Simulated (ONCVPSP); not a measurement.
**Varying the ONCV potential for manganese**

Base potential:

Mn (Z = 25), optimised norm-conserving Vanderbilt (ONCV), made with ONCVPSP 4.0.1 (PBEsol, scalar-relativistic). Core [Ne], reference 3s2 3p6 3d5 4s2. Waves: 3s+4s: rc 1.40 bohr, ncon 3, nbas 6, qcut 9.4 1/bohr, 2 projectors; 3p: rc 1.45 bohr, ncon 4, nbas 8, qcut 9.3 1/bohr, 2 projectors, debl 1.9 Ha; 3d: rc 1.45 bohr, ncon 4, nbas 8, qcut 9.6 1/bohr, 1 projector. Local part: polynomial inside 1.25 bohr (lpopt 5, dvloc0 0 Ha). Core correction: Teter function fitted to the true core (icmod 2), fcfact 0.2.

In the p channel the program set the typed energies aside and used -2.002, 0.250 Ha.

Cutoffs, loose and tight: the cutoffs (Ha) at which the residual kinetic energy of the hardest occupied pseudo-wave falls to 1 and 0.1 mHa per electron. They do not see the model core or the augmentation charge, which bear on the density cutoff. Test errors are all-electron minus pseudo excitation energies from the reference, over the configurations 3s2 3p6 3d5 4s1; 3s2 3p6 3d5 4s0; 3s2 3p6 3d4 4s0; 3s1 3p6 3d5 4s2. A dash means not determined; rows that change the core or the reference have their own tests.

1 further variants are left out, since the program set their typed debl aside.

| change | outcome | cutoff, loose | cutoff, tight | bound ghosts | GHOST(+) flags above zero | largest test error (meV) |
| --- | --- | --- | --- | --- | --- | --- |
| base | generated, projector energies reset by the program | 40 Ha | 46 Ha | none | s | -297 |
| p: qcut 10.3 | generated, projector energies reset by the program | 40 Ha | 46 Ha | none | s | -294 |
| local potential polynomial inside 1.20 bohr (lpopt 5, dvloc0 0 Ha) | generated, projector energies reset by the program | 40 Ha | 46 Ha | none | none | -291 |
| local potential polynomial inside 1.25 bohr (lpopt 5, dvloc0 3 Ha) | generated, projector energies reset by the program | 40 Ha | 46 Ha | none | none | -305 |
| s: rc 1.66 | generated, projector energies reset by the program | 40 Ha | 46 Ha | none | none | -449 |
| core correction polynomial model core, fcfact 0.2 | generated, projector energies reset by the program | 40 Ha | 46 Ha | none | s | -297 |
| s: ncon 5, nbas 8 | generated, projector energies reset by the program | 40 Ha | 46 Ha | none | none | -224 |
| s: qcut 10.4; p: qcut 10.3; d: qcut 10.7 | generated, projector energies reset by the program | 45 Ha | 50 Ha | none | s | -229 |

Q: What comes out with this change to the base: d: nbas 7?

A: outcome: generated, projector energies reset by the program; cutoff, loose: 40 Ha; cutoff, tight: 47 Ha; bound ghosts: none; GHOST(+) flags above zero: s; largest test error (meV): -291.
